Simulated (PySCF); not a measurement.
A structure optimised at PBE-D3(BJ)/def2-SVP, used in a PySCF frequency run:

```xyz
15

C      2.3093     0.4285    -0.1426
C      0.8123     0.6746    -0.0726
O      0.1828    -0.5069     0.3851
C     -1.2093    -0.3854     0.6111
C     -2.0496    -0.3450    -0.6650
H      2.7050     0.1518     0.8549
H      2.5331    -0.4024    -0.8410
H      2.8403     1.3351    -0.4948
H      0.5861     1.5254     0.6210
H      0.4291     0.9797    -1.0781
H     -1.4227     0.5178     1.2380
H     -1.4914    -1.2728     1.2163
H     -3.1305    -0.3498    -0.4166
H     -1.8344    -1.2300    -1.2972
H     -1.8526     0.5641    -1.2684
```
Charge 0, spin multiplicity 1.

### Question
Write its SMILES and formula.

### Answer
CCOCC, C₄H₁₀O

### Question
What are its rotational constants (standard atomic weights)?

### Answer
13.582, 2.4641, 2.3129 GHz
